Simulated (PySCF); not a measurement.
Dipole moment and polarisability of `CC[C@H](C)N(C)C`

C6H15N.
Structure used (PBE0-D3(BJ)/def2-SVP), in Å, numbered top down from 1:
```
atom  x, y, z in Å
C1     2.0637   -1.1806    0.4552
C2     1.5126    0.2206    0.6510
C3     0.3083    0.5362   -0.2394
C4    -0.1361    1.9911   -0.0730
N5    -0.7566   -0.4462   -0.0657
C6    -1.6492   -0.5576   -1.1863
C7    -1.4556   -0.3977    1.1914
H8     2.4425   -1.3175   -0.5707
H9     1.2739   -1.9293    0.6124
H10    2.8921   -1.3912    1.1481
H11    1.2382    0.3760    1.7095
H12    2.2927    0.9717    0.4409
H13    0.6469    0.4080   -1.2836
H14    0.6681    2.6796   -0.3719
H15   -0.3909    2.2174    0.9746
H16   -1.0171    2.2200   -0.6922
H17   -2.3140    0.3245   -1.3336
H18   -1.0762   -0.7028   -2.1152
H19   -2.3035   -1.4352   -1.0578
H20   -2.0626   -1.3094    1.3133
H21   -2.1433    0.4709    1.2974
H22   -0.7454   -0.3657    2.0305
```

Level: wB97X-D/def2-SVPD (PySCF), static field, nuclei fixed, core orbitals frozen in the response. The polarisability tensor in these axes (au):

```
x   88.85 -0.45  2.37
y   -0.45 83.28 -0.35
z    2.37 -0.35 79.67
```

Q: What are the eigenvalues, a third of the trace, and Δα (Δα² = ½Σ(αi − αj)² over the three pairs)?

A: Principal values 79.08, 83.25 and 89.47 au; mean 83.93 au = 12.44 Å³ = 13.84 × 10⁻⁴⁰ C²·m²/J; Δα = 9.05 au (11 % of the mean).

Q: What is the dipole moment, and where does it point?

A: (-0.23, 0.51, -0.07) D, 0.56 D in size, pointing from the negative to the positive side. Measured along this direction, the outermost atoms are H10 at the negative end and H16 at the positive end.

Q: Form Σ f/ω² (atomic units) for the 10 lowest TDDFT singlets, given as eV and f, and set it beside the mean polarisability, which is this sum over all singlets: 6.01, 0.0093; 6.75, 0.0050; 6.98, 0.0220; 7.07, 0.0092; 7.63, 0.0072; 7.77, 0.0159; 7.90, 0.0374; 8.15, 0.0149; 8.42, 0.0042; 8.57, 0.0279.

A: They add up to 1.96 au, 2.3 % of the 83.93 au; the largest single term is 0.44 au, from the state at 7.90 eV. Terms in order: 0.19, 0.08, 0.33, 0.14, 0.09, 0.20, 0.44, 0.17, 0.04, 0.28 au. Higher excitations give the rest. The strengths listed sum to 0.153.

Q: What depolarisation ratio follows for Rayleigh scattering of linearly polarised light, taking the static tensor?

A: ρ = 3Δα²/(45ᾱ² + 4Δα²) = 245.9/(317016 + 327.9) = 0.000775.

Q: Give the eigenvalues of the traceless quadrupole moment Θ = ½Σq(3rr − r²1), origin at the centre of nuclear charge.

A: -3.23, 1.11, 2.12 D·Å. The values depend on the origin, since the dipole doesn't vanish. The electronic extent ⟨r²⟩ about the same centre is 933 bohr², a root-mean-square distance of 2.12 Å for the 58 electrons.

Q: What would n − 1 = 2πNα be for an ideal gas of these molecules at 500 K and 1 atm, electronic part alone?

A: N = p/kT = 1.4678 × 10¹⁹ cm⁻³, so n − 1 = 2π × N × 12.44 × 10⁻²⁴ cm³ = 1147 × 10⁻⁶ at long wavelengths.

The structure is a single PBE0-D3(BJ)/def2-SVP conformer in the gas phase; no vibrational or solvent corrections.
